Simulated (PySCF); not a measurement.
Simulated absorption spectrum

Species: C3H10P2Si2.
SMILES with atom numbers: `[CH2:1]=[CH:2][CH2:3][SiH:4]1[PH:5][SiH2:6][PH:7]1` (hydrogens: H8, H9 on C1; H10 on C2; H11, H12 on C3; H13 on Si4; H14 on P5; H15, H16 on Si6; H17 on P7)

Cartesian coordinates in Å at the GFN2-xTB level; atoms count from 1:
```
atom  x, y, z in Å
C1    -2.198    0.803    0.920
C2    -1.645    0.494   -0.241
C3    -1.341   -0.894   -0.678
Si4    0.500   -1.216   -0.275
P5     1.712    0.506   -1.134
Si6    1.835    1.107    1.049
P7     0.768   -0.691    1.919
H8    -2.370    1.823    1.219
H9    -2.526    0.040    1.608
H10   -1.322    1.274   -0.920
H11   -1.515   -1.013   -1.745
H12   -1.959   -1.613   -0.142
H13    0.975   -2.547   -0.670
H14    2.908   -0.188   -1.131
H15    1.039    2.311    1.273
H16    3.210    1.260    1.522
H17    1.921   -1.442    2.066
```

Level of theory: TDDFT PBE0/def2-SVPD, vertical, gas phase, core orbitals frozen in the response in PySCF 2.14.0, density-fitted response routines.

Broadening: Gaussians 0.3 eV wide at half height, area fixed by f = 4.319×10⁻⁹ ∫ε dν̃. The width is an assumption, not a result. The curve ends short of the highest state used, and states not computed would add to its high-energy end.

| E (eV) | ε (L mol⁻¹ cm⁻¹) |
| --- | --- |
| 4.13 | 0 |
| 4.18 | 1 |
| 4.22 | 3 |
| 4.27 | 9 |
| 4.31 | 19 |
| 4.36 | 41 |
| 4.40 | 69 |
| 4.45 | 116 |
| 4.49 | 159 |
| 4.54 | 209 |
| 4.59 | 242 |
| 4.63 | 249 |
| 4.68 | 233 |
| 4.72 | 205 |
| 4.77 | 157 |
| 4.81 | 118 |
| 4.86 | 74 |
| 4.90 | 47 |
| 4.95 | 24 |
| 4.99 | 13 |
| 5.04 | 5 |
| 5.09 | 3 |
| 5.13 | 3 |
| 5.18 | 8 |

Q: Where are the band maxima, and which computed states make them?

A: 268 nm (4.63 eV), ε about 250, made up of S1 (64%), S2 (14%) and S3 (22%) (ε in L mol⁻¹ cm⁻¹; maxima over ε = 5, shares over 10%). At its high-energy end, 5.18 eV, the curve is still rising (ε about 8.4, from S4). The states used: S1 4.58 eV (f 0.0019); S2 4.67 eV (f 0.0004); S3 4.73 eV (f 0.0009); S4 5.54 eV (f 0.0053); S5 5.66 eV (f 0.0011); S6 5.78 eV (f 0.028).

Q: What would ε be at 4.63 eV, the highest of these maxima, with half the width (0.15 eV)?

A: About 355 L mol⁻¹ cm⁻¹ against 249, a factor of about 1.4; a lone state at its own centre would give exactly 2.

Q: Coming from long wavelengths, where does ε first pass 100 L mol⁻¹ cm⁻¹?

A: At about 280 nm (4.43 eV), 0.15 eV below S1.

Q: On this curve, what absorbance would a 10⁻³ mol/L sample give at 248 nm over a 1 cm path?

A: 248 nm is 4.999 eV, where ε is about 11 L mol⁻¹ cm⁻¹, so A = ε c l ≈ 0.011 (Beer–Lambert, with the gas-phase spectrum and the assumed width).

On one thread, Arm Neoverse V1 (aarch64), no GPU, shared host with 32 logical CPUs at a one-minute load of 24, this took 40 s wall and 0.94 GiB of memory at its peak.

One conformer stands for the species.
